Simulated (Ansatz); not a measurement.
Compare A (`B1COCO1`) with its isomer B (`COBC=O`).

Program: Ansatz. Geometries: PBE0-D4/def2-TZVP. ΔE: electronic, gas phase. CCSD(T)/CBS is the MP2 limit (def2-TZVPP, def2-QZVPP) plus CCSD(T) − MP2 in def2-TZVPP, frozen cores. DFT in def2-TZVPP. B3LYP here is the variant with VWN-RPA as its local correlation; programs differ in this. One conformer a species, not always the lowest.

(1) Which is lower in electronic energy at CCSD(T)/CBS, and by how much? (An estimate is asked.)

(2) Give E(B) − E(A) in kJ/mol with BLYP-D4, LDA (SPW92), CCSD(T)/def2-SVP, B3LYP, MP2/def2-TZVPP, ωB97M-V, CCSD(T)/def2-TZVPP. (An estimate is asked.)

(3) Does the order hold for the free energy at 298.15 K (harmonic terms from PBE0-D4)? (An estimate is asked.)

Largest T1 diagnostic: 0.015.

Results:

(1) Computed: A, by 42.8 kJ/mol.

(2) Ansatz gave: BLYP-D4 20.3, LDA (SPW92) 82.6, CCSD(T)/def2-SVP 29.8, B3LYP 28.5, MP2/def2-TZVPP 45.4, ωB97M-V 47.4, CCSD(T)/def2-TZVPP 40.7. None reverses the order clearly.

(3) The calculation gave: Yes: G(B) − G(A) = +26.2 kJ/mol, for one conformer each. Modes under 60 cm⁻¹, often nearly free rotors, make the harmonic entropy too high.

At CCSD(T), def2-SVP lies −13.0 kJ/mol from the extrapolated value and def2-TZVPP −2.0 kJ/mol. Leaving LDA and LC-ωPBE aside and taking each functional with its dispersion term where it has one, the values, not all of them listed here, spread over 39.5 kJ/mol, from BLYP-D4 to PBE-QIDH. LDA lies +40.0 kJ/mol from PBE without D4.
